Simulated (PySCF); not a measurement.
SMILES s1c(C[SiH3])ccc1 at its GFN2-xTB optimised geometry (Å):

```
15

Si     2.0123    -2.2096    -1.8543
C      1.5043    -1.8123    -0.0505
C      0.5817    -0.6562     0.0000
C     -0.7785    -0.6562     0.0000
C     -1.3399     0.6421     0.0000
C     -0.4000     1.6172    -0.0080
S      1.1965     0.9681    -0.0134
H      2.7070    -1.0525    -2.4155
H      0.8024    -2.4998    -2.6237
H      2.8954    -3.3759    -1.8227
H      1.0149    -2.6805     0.3932
H      2.3983    -1.6014     0.5370
H     -1.3654    -1.5580     0.0078
H     -2.3983     0.8338     0.0074
H     -0.5332     2.6805    -0.0084
```

Method: CAM-B3LYP/def2-TZVP (PySCF). Cells within 0.4 Å of a nucleus heavier than hydrogen are left out (blank, or x).

Map of the log10 of the electron density (e/bohr³), floored at −4 on the plane z = 0.0 Å:

```
|00000000000000000000000000000|
|00000000000000000000000000000|
|00000000000011000000000000000|
|00000000001233210000000000000|
|00000000013445432100000000000|
|00000000134566643211100000000|
|00000000235788754333221000000|
|00000011246799865554432100000|
|00000123456899877666543200000|
|000023455678xx988887654210000|
|000124677789xx999998764310000|
|00013578999999999xx9865310000|
|0001357999xx98889xx9764310000|
|0001356889xx97789998754210000|
|00002456789998889987643210000|
|000012356789x99xx986543210000|
|00000124578xx99xx987654320000|
|00000024679999999998775431000|
|000000246899877899x9886531000|
|000000235788766789xx986531000|
|000000134666655689x9876431000|
|00000002344444568998765421000|
|00000000123323467887654321000|
|00000000001112356665443210000|
|00000000000001234544322110000|
|00000000000000123332211100000|
|00000000000000001111110000000|
|00000000000000000000000000000|
|00000000000000000000000000000|
```
Scale: ten equal steps from -4.00 (start of '0') to -0.445 (end of '9'), in the order '0123456789'; x runs from -5.00 to 5.00, y from -5.00 (bottom) to 5.00 (top).
